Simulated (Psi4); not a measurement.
BaCl, doublet, geometry from GFN2-xTB (such geometries of metal compounds can be far from the true shape) (the spin is typed, not shown lowest) (core potentials on Ba); M06-2X/def2-TZVPD run with Psi4.

Psi4 was given this input:
```
memory 2 GB

molecule mol {
0 2
  Ba   -0.000000   -0.000000   -0.585540
  Cl    0.000000    0.000000    1.928839
}

set basis def2-tzvpd
set reference uks

energy('m06-2x')
print_variables()
```

It wrote (shortened):

```
   => Loading Basis Set <=

    Name: DEF2-TZVPD
    Role: ORBITAL
    Keyword: BASIS

    !!!  WARNING: ECP capability is in beta. Please check occupations closely.  !!!

         ---------------------------------------------------------
                                   SCF
               by Justin Turney, Rob Parrish, Andy Simmonett
                          and Daniel G. A. Smith
                              UKS Reference
         ---------------------------------------------------------

  ==> Geometry <==

    Molecular point group: c2v
    Full point group: C_inf_v

    Geometry (in Angstrom), charge = 0, multiplicity = 2:

       Center              X                  Y                   Z               Mass
    ------------   -----------------  -----------------  -----------------  -----------------
         BA           0.000000000000     0.000000000000    -0.508606835839   137.905247000000
         CL           0.000000000000     0.000000000000     2.005772164161    34.968852682000

  Running in c2v symmetry.

  Rotational constants: A = ************  B =      0.09559  C =      0.09559 [cm^-1]
  Rotational constants: A = ************  B =   2865.65217  C =   2865.65217 [MHz]
  Nuclear repulsion =   35.778268039106280

  Charge       = 0
  Multiplicity = 2
  Electrons    = 27
  Nalpha       = 14
  Nbeta        = 13

  ==> Algorithm <==

  SCF Algorithm Type is DF.
  DIIS enabled.
  MOM disabled.
  Fractional occupation disabled.
  Guess Type is SAD.
  Energy threshold   = 1.00e-06
  Density threshold  = 1.00e-06
  Integral threshold = 1.00e-12

  ==> Primary Basis <==

  Basis Set: DEF2-TZVPD
    Blend: DEF2-TZVPD
    Number of shells: 30
    Number of basis functions: 86
    Number of Cartesian functions: 98
    Spherical Harmonics?: true
    Max angular momentum: 3

  Core potential: DEF2-TZVPD
    Number of shells: 4
    Number of ECP primitives: 10
    Number of ECP core electrons: 46
    Max angular momentum: 3

  ==> DFT Potential <==

   => LibXC <=

    Version 7.1.2
    S. Lehtola, C. Steigemann, M. J. T. Oliveira, and M. A. L. Marques,  SoftwareX 7, 1–5 (2018) (10.1016/j.softx.2017.11.002)

   => Composite Functional: M06-2X <=

    Hybrid M06-2X Meta-GGA XC Functional  (10.1007/s00214-007-0310-x)
    Y. Zhao and D. G. Truhlar,  Theor. Chem. Acc., 120, 215, 2008

    Deriv               =              1
    GGA                 =           TRUE
    Meta                =           TRUE

    Exchange Hybrid     =           TRUE
[...]
   @S^2 Expected:                7.500000000E-01
   @S^2 Observed:                7.503843795E-01
   @S   Expected:                5.000000000E-01
   @S   Observed:                5.000000000E-01

    Orbital Energies [Eh]
    ---------------------

    Alpha Occupied:

[...]
    Alpha Virtual:

[...]
    Beta Occupied:

[...]
       7A1    -0.352246

    Beta Virtual:

[...]
      38A1   256.623282

    Final Occupation by Irrep:
             A1    A2    B1    B2
    DOCC [     7,    0,    3,    3 ]
    SOCC [     1,    0,    0,    0 ]
    NA   [     8,    0,    3,    3 ]
    NB   [     7,    0,    3,    3 ]

  @DF-UKS Final Energy:  -485.68065257983079

   => Energetics <=

    Nuclear Repulsion Energy =             35.7782680391062797
    One-Electron Energy =                -749.7804807562689575
    Two-Electron Energy =                 243.5378624249741506
    DFT Exchange-Correlation Energy =     -15.2163022876422218
    Empirical Dispersion Energy =           0.0000000000000000
    VV10 Nonlocal Energy =                  0.0000000000000000
    Total Energy =                       -485.6806525798307916

  UHF NO Occupations:
  HONO-2 :    3 B1 1.9999676
  HONO-1 :    7 A1 1.9999050
  HONO-0 :    8 A1 1.0000000
  LUNO+0 :    9 A1 0.0000950
  LUNO+1 :    4 B1 0.0000324
  LUNO+2 :    4 B2 0.0000324
  LUNO+3 :    5 B2 0.0000109

Computation Completed

Properties will be evaluated at   0.000000,   0.000000,   0.000000 [a0]

Properties computed using the SCF density matrix

 Multipole Moments:

 ------------------------------------------------------------------------------------
     Multipole            Electronic (a.u.)      Nuclear  (a.u.)        Total (a.u.)
 ------------------------------------------------------------------------------------

 L = 1.  Multiply by 2.5417464519 to convert [e a0] to [Debye]
 Dipole X            :          0.0000000            0.0000000            0.0000000
 Dipole Y            :          0.0000000            0.0000000            0.0000000
 Dipole Z            :        -56.3442010           54.8248448           -1.5193562
 Magnitude           :                                                    1.5193562

 ------------------------------------------------------------------------------------

  Variable Map:
  ----------------------------------------------------------------------------
[...]
  Array Variable Map:
  ----------------------------------------------------------------------------
[...]
[...]
```
